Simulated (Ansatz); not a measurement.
The lowest singlet and triplet of SH (SMILES [SH+]); geometries from B3LYP-D3(BJ)/def2-TZVP, each state relaxed from the structure named, with no frequency check, low spin by broken symmetry.
Singlet at the triplet's geometry (charge 1, multiplicity 1):
| atom | x (Å) | y (Å) | z (Å) |
|---|---|---|---|
| S | 0.0000 | 0.0000 | -0.0807 |
| H | 0.0000 | 0.0000 | 1.2904 |

A positive gap puts the triplet lower; no zero-point energy. R- takes a restricted singlet, here one determinant of a half-filled degenerate or near-degenerate pair, which mixes singlet states. U- takes an unrestricted singlet (broken symmetry where lower, unprojected). The triplet is unrestricted in single-reference levels.

Correlated levels freeze the cores.

Codes used: Ansatz (an electronic-structure program) with Gaussian orbitals. 

Problem. One of these levels gives 0.393 eV for the gap E(singlet) − E(triplet), vertical, at the triplet's geometry. Which one is it?
A. R-MP2/cc-pV(D+d)Z
B. R-CCSD/cc-pV(Q+d)Z
C. R-SCS-MP2/cc-pV(D+d)Z
D. U-B3LYP/def2-TZVPP (spin-contaminated)

Solution. D, U-B3LYP/def2-TZVPP (spin-contaminated). The others give 2.078 (R-MP2/cc-pV(D+d)Z), 1.923 (R-SCS-MP2/cc-pV(D+d)Z), 1.616 (R-CCSD/cc-pV(Q+d)Z)

Doubts at one or more of the structures used: a restricted determinant that unrestricted orbitals would lower (R-MP2/cc-pV(D+d)Z, R-SCS-MP2/cc-pV(D+d)Z, R-CCSD/cc-pV(Q+d)Z).
